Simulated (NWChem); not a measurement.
System: C3H5FO; SMILES C[C@H](F)C=O

```xyz
10

C      1.3953     0.6738     0.1075
C     -0.0361     0.4347    -0.3044
F     -0.8650     1.4211     0.1780
C     -0.5747    -0.9015     0.1711
O      0.0555    -1.9214     0.1433
H      2.0114    -0.1736    -0.2239
H      1.4675     0.7495     1.2024
H      1.7801     1.6013    -0.3377
H     -0.1243     0.4320    -1.4093
H     -1.6335    -0.8528     0.5372
```
Atoms are numbered in this order, from 1.

Results from NWChem. Structure relaxed at the PBE0/def2-SVP level. B3LYP is NWChem's, with the RPA form of VWN correlation. Static field.

For level PBE/def2-SVPD:

```yaml
isotropic polarisability (bohr³): 43.5
```

Problem. What are these values for level B3LYP/def2-SVPD?

Solution. The isotropic polarisability (bohr³) is 41.9.
